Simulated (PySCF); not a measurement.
2-iodocyclopenta-1,3-diene (C5H5I), SMILES C1CC=C(I)C=1.

Geometry optimised at PBE0-D3(BJ)/def2-SVP. The def2 effective core potentials stand for the cores of I; spin–orbit coupling is left out. The values are those of a single conformer.

Two levels are set side by side: TDA-PBE/def2-SVPD (PySCF) and TDA-B3LYP/def2-SVPD (PySCF). Vertical, same geometry. The lowest singlet is HOMO→LUMO+1 98 % with PBE and HOMO→LUMO+1 99 % with the other functional; states are paired by order. Differences are taken from unrounded values.

```csv
quantity,TDA-B3LYP,TDA-PBE,TDA-PBE minus TDA-B3LYP
lowest singlet excitation (eV),4.39,4.13,-0.26
lowest triplet excitation (TDA) (eV),3.04,3.02,-0.02
first bright state (f over 0.05) (eV),5.73,5.50,-0.22
its oscillator strength,0.14,0.13,-0.01
```

A lower first singlet is the usual sign of a functional without exact exchange. Differences between two approximate levels are no errors against the true value.

Rough cost on one machine, each run with all the roots and properties that it gave: TDA-B3LYP against TDA-PBE about 2 times.
